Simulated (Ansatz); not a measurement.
Cost and result for the atomization energy of AlBrH3NSi, SMILES `[Br][Al]1[NH][SiH2]1` (7 atoms, 7 bonds).

```json
{"atom": "Br1", "x (Å)": "-0.930", "y (Å)": "0.522", "z (Å)": "-3.399"}
{"atom": "Al2", "x (Å)": "-0.228", "y (Å)": "0.377", "z (Å)": "-1.275"}
{"atom": "N3", "x (Å)": "-0.479", "y (Å)": "-0.750", "z (Å)": "0.062"}
{"atom": "Si4", "x (Å)": "0.594", "y (Å)": "0.403", "z (Å)": "0.862"}
{"atom": "H5", "x (Å)": "-0.904", "y (Å)": "-1.589", "z (Å)": "0.427"}
{"atom": "H6", "x (Å)": "1.921", "y (Å)": "-0.116", "z (Å)": "1.305"}
{"atom": "H7", "x (Å)": "0.025", "y (Å)": "1.154", "z (Å)": "2.019"}
```

The species carries charge 0 and has multiplicity 1. Correlated methods include outer-core shells of Br, which these sets cover unevenly. Scalar relativity is left out up to krypton. The structure was optimised at the PBE0-D4/def2-TZVP level. Program: Ansatz. All runs use 2 threads of an Arm Neoverse V1 on a shared host. Times are those of one run each, without the atoms' runs, and a repeat can differ threefold. Electronic energies, without spin–orbit coupling; frozen cores. CCSD(T)/CBS adds CCSD(T) − MP2 in def2-TZVPP to the MP2 limit, and its time is that of the two runs behind it. T1 = 0.011. With those shells the extrapolation isn't a true limit. B3LYP takes the VWN-RPA correlation (the form of Gaussian; ORCA's B3LYP/G). HSE06 is the plane-wave form, built on full-range PBE exchange.

CCSD(T)/CBS is a level of theory with its own doubt, some kJ/mol a heavy atom from the limit and from the frozen cores, so smaller differences don't rank the functionals.

| level | functions | wall time | atomization (kcal/mol) | difference from CCSD(T)/CBS | per bond |
| --- | --- | --- | --- | --- | --- |
| LDA (SPW92)/def2-TZVPP | 205 | 1.8 s | 576.9 | 67.9 | 9.7 |
| PBE-D4/def2-TZVPP (with forces) | 205 | 3.6 s | 512.1 | 3.1 | 0.4 |
| BHLYP-D4/def2-TZVPP | 205 | 4.8 s | 489.8 | -19.2 | -2.7 |
| CCSD(T)/def2-SVP | 97 | 4.9 s | 461.9 | -47.1 | -6.7 |
| PBE0-D4/def2-TZVPP | 205 | 5 s | 503.5 | -5.5 | -0.8 |
| HSE06-D4/def2-TZVPP | 205 | 5.5 s | 504.0 | -5.0 | -0.7 |
| B3LYP-D4/def2-TZVPP (with forces) | 205 | 7 s | 503.0 | -6.0 | -0.9 |
| PBE-QIDH/def2-TZVPP | 205 | 8.5 s | 501.5 | -7.5 | -1.1 |
| ωB97X-V/def2-TZVPP | 205 | 13 s | 510.7 | 1.7 | 0.2 |
| ωB97M-V/def2-TZVPP (with forces) | 205 | 19 s | 506.9 | -2.1 | -0.3 |
| MP2/def2-QZVPP | 376 | 26 s | 511.3 | 2.3 | 0.3 |
| CCSD(T)/def2-TZVPP | 205 | 110 s | 489.6 | -19.4 | -2.8 |
| CCSD(T)/CBS(def2) | – | 2.2 min | 509.0 | 0.0 | 0.0 |

From BLYP to BHLYP (50 % exact exchange), in def2-TZVPP and without D4, the atomization energy moves by −9.2 kcal/mol: exact exchange takes away binding that semilocal exchange gives to molecules. The D4 term adds +6.4 kcal/mol with B3LYP and +3.4 kcal/mol with PBE0; it sums over pairs of atoms, weighted by their polarisabilities, and B3LYP, whose exchange is more repulsive, gets the larger term. Leaving LDA and LC-ωPBE aside and taking each functional with its dispersion term where it has one, the values spread over 22.3 kcal/mol, from BHLYP-D4 to PBE-D4. LDA lies +68.7 kcal/mol from PBE without D4, its usual overbinding.
